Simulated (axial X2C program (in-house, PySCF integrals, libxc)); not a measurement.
Worked dissociation energy of AuTe: MP2, scalar-relativistic

Computed with an in-house relativistic program for diatomic molecules. Spin-free means the one-electron spin-free X2C Hamiltonian. Basis: Au dyall-cv3z [13s14p9d6f4g], Te dyall-cv3z [11s12p8d4f1g] (cores contracted in-house); Gaussian nuclei, density fitting, unrestricted open shells. Masses: Au 196.967 u, Te 129.906 u.

Molecular state: M_S = 1/2, Λ = 1 (beyond evenly filled blocks: π+α, π+β, π-α).

Correlated methods: 27 electrons correlated (number of frozen shells: Au 5 s, 4 p, 2 d, 1 f; Te 4 s, 3 p, 1 d), 337 virtual spin orbitals or spinors in MP2.

* E(Au) (2M_S = 1, M_L = 0): -19009.403593 hartree
* E(Te) (2M_S = 2, M_L = 1): -6791.534161 hartree
* E(AuTe) at Re: -25801.025541 hartree
* ωe: 224.1 cm⁻¹
* ωexe: 0.481 cm⁻¹

Question: Work out De and D0.

Answer: De = -19009.403593 + (-6791.534161) − (-25801.025541) = 0.08779 hartree = 2.389 eV. The zero-point energy is ωe/2 − ωexe/4 = 112 cm⁻¹ = 0.014 eV, so D0 = 2.375 eV.

The state is a single determinant with fixed occupations, the lowest that a limited PBE0 search found. De is counted from the lowest determinant-based energies of the atoms at the same level, without counterpoise correction. Some points did not converge and are left out. The determinant is spin-polarised beyond a pure state at some levels (its spin-free form has ⟨S²⟩ too high), which makes Re and μ there less reliable. Spin-free De lacks the spin–orbit lowering of the heavy p-block atom, a tenth of an eV or more for 4p and 5p, up to an eV for 6p and one to two eV for 7p atoms, less what an open-shell molecule gains itself.

Each atomic determinant is the lowest at this level and need not be a pure term. Totals compare only within one Hamiltonian and basis.
